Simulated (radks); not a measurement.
Values are calculated unless marked as measured or tabulated.
Q: Neutral dysprosium: order these configurations by energy. Level of theory: Dirac Kohn-Sham, relativistic LDA (MacDonald-Vosko exchange, VWN5 correlation), spin-unpolarised, spherical densities, finite nucleus; Fermi nuclear charge, rms radius of each element as measured or else 0.836 A^(1/3) + 0.57 fm (a radial shooting solver on a logarithmic mesh with Libxc functionals). Sub-shells are occupied by j as written (lower j first in brackets). [Xe] 4f(5/2: 5, 7/2: 4) 5d(3/2: 1, 5/2: 0) 6s2; [Xe] 4f(5/2: 5, 7/2: 4) 6s2 6p(1/2: 1, 3/2: 0); [Xe] 4f(5/2: 6, 7/2: 3) 5d(3/2: 1, 5/2: 0) 6s2; [Xe] 4f(5/2: 6, 7/2: 3) 6s2 6p(1/2: 1, 3/2: 0); [Xe] 4f(5/2: 6, 7/2: 4) 6s2.

A: From the lowest, in eV above it: [Xe] 4f(5/2: 6, 7/2: 4) 6s2 0.000; [Xe] 4f(5/2: 6, 7/2: 3) 5d(3/2: 1, 5/2: 0) 6s2 3.796; [Xe] 4f(5/2: 5, 7/2: 4) 5d(3/2: 1, 5/2: 0) 6s2 4.739; [Xe] 4f(5/2: 6, 7/2: 3) 6s2 6p(1/2: 1, 3/2: 0) 5.438; [Xe] 4f(5/2: 5, 7/2: 4) 6s2 6p(1/2: 1, 3/2: 0) 6.383.
